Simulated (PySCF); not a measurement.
A PySCF script (with the pyscf-properties extension) for the NMR shieldings of SMILES C#Cc1ccc([S-])cc1, [C₈H₅S]-, on a GFN2-xTB geometry:

```python
import basis_set_exchange as bse
import numpy as np
from pyscf import gto, dft
from pyscf.prop import nmr

atoms = """
C     3.324483   -0.610317    0.268229
C     2.143510   -0.392873    0.169784
C     0.764588   -0.139796    0.057715
C     0.293997    1.101014   -0.398209
C    -1.049693    1.345556   -0.505107
C    -2.006342    0.367358   -0.163547
S    -3.672331    0.671308   -0.301313
C    -1.520126   -0.874175    0.295718
C    -0.176965   -1.121422    0.402353
H     4.353465   -0.799408    0.354883
H     1.012315    1.869158   -0.666773
H    -1.403743    2.305886   -0.858040
H    -2.238819   -1.637614    0.565569
H     0.174984   -2.085147    0.756572
"""
names = dict.fromkeys(["C", "S", "H"], "pcSseg-1")
basis = {el: gto.basis.parse(bse.get_basis(n, elements=[el], fmt="nwchem")) for el, n in names.items()}
mol = gto.M(atom=atoms, basis=basis, charge=-1, verbose=0)
mf = dft.RKS(mol, xc="PBE0")
mf.grids.level = 2
mf.grids.alignment = dft.numint.BLKSIZE   # the property module wants whole blocks of grid points
mf.conv_tol = 1e-9
mf.kernel()

calc = nmr.RKS(mf)   # GIAO
C = mf.mo_coeff
Co = C[:, mf.mo_occ > 0]
resp = mf.gen_response(singlet=True, hermi=2)
def vind(x):   # induced exchange potential for any number of trial vectors
    d = np.einsum("pi,xij,qj->xpq", C, 2 * x.reshape(-1, C.shape[1], Co.shape[1]), Co, optimize=True)
    return np.einsum("xpq,pi,qj->xij", resp(d - d.transpose(0, 2, 1)), C, Co, optimize=True).ravel()
mo1, _ = nmr.rhf.solve_mo1(calc, with_cphf=vind)
sigma = calc.kernel(mo1)
for i, s in enumerate(sigma):   # ppm
    print("%2d %-2s %9.2f" % (i, mol.atom_pure_symbol(i), np.trace(s) / 3))
```

Question: Give the expected output.

Answer: 
```
 0 C     111.40
 1 C      87.78
 2 C      86.46
 3 C      52.58
 4 C      48.82
 5 C      -0.10
 6 S     313.53
 7 C      48.85
 8 C      52.47
 9 H      29.24
10 H      25.03
11 H      24.46
12 H      24.46
13 H      25.02
```

These numbers come from an equivalent density-fitted implementation of the same equations, which agrees with the script to about 0.01 ppm for H and up to a few tenths of a ppm for heavy atoms, so last digits may differ.

Question: Turn these shieldings into chemical shifts. Chemical shifts δ = σref − σ; 13C (σ = 186.93 ppm), 1H (σ = 31.72 ppm) vs TMS; 33S (σ = 503.73 ppm) vs CS2, all at this level.

Answer: Averaging equivalent atoms: C 5: 187.0; C 4/7: 138.1; C 3/8: 134.4; C 2: 100.5; C 1: 99.1; C 0: 75.5; S 6: 190; H 11/12: 7.26; H 10/13: 6.69; H 9: 2.47 ppm. 

Size and cost of the density-fitted run: 185 basis functions, 59 s wall time on 1 thread of an Arm Neoverse N1, shared host; peak memory 0.82 GiB.
